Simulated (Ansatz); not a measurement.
Calculated with Ansatz (gas phase, PBE0-D4/def2-TZVP geometries, no zero-point term in ΔE). CCSD(T)/CBS is the MP2 limit (def2-TZVPP, def2-QZVPP) plus CCSD(T) − MP2 in def2-TZVPP, frozen cores. Functionals use def2-TZVPP. One conformer a species, not always the lowest.

`C[SiH](Cl)C#CO` + `C[SiH2]BO` → `C[SiH2][SiH](C)Cl` + `OBC#CO`  (redistribution)

| level | ΔE (kJ/mol) | difference from CCSD(T)/CBS |
| --- | --- | --- |
| ωB97X-V | -35.3 | -1.3 |
| ωB97M-V | -34.6 | -0.6 |
| PBE | -45.4 | -11.4 |
| PBE0 | -42.3 | -8.3 |
| CCSD/def2-TZVPP | -31.6 | 2.4 |
| CCSD(T)/def2-TZVPP | -32.5 | 1.5 |
| HF/def2-QZVPP | -30.5 | 3.5 |
| HF/CBS(def2) | -30.5 | 3.5 |
| MP2/CBS(def2) | -32.6 | 1.4 |
| CCSD/CBS(def2) | -33.1 | 0.9 |
| CCSD(T)/CBS | -34.0 | 0 |

Largest T1 diagnostic among the species: 0.015.

From PBE to PBE0 (25 % exact exchange), in def2-TZVPP and without D4, ΔE moves by +3.0 kJ/mol. The D4 term adds −3.0 kJ/mol with B3LYP and −1.8 kJ/mol with PBE0; it sums over pairs of atoms, weighted by their polarisabilities, and B3LYP, whose exchange is more repulsive, gets the larger term.

B3LYP here is the variant with VWN-RPA as its local correlation; programs differ in this.
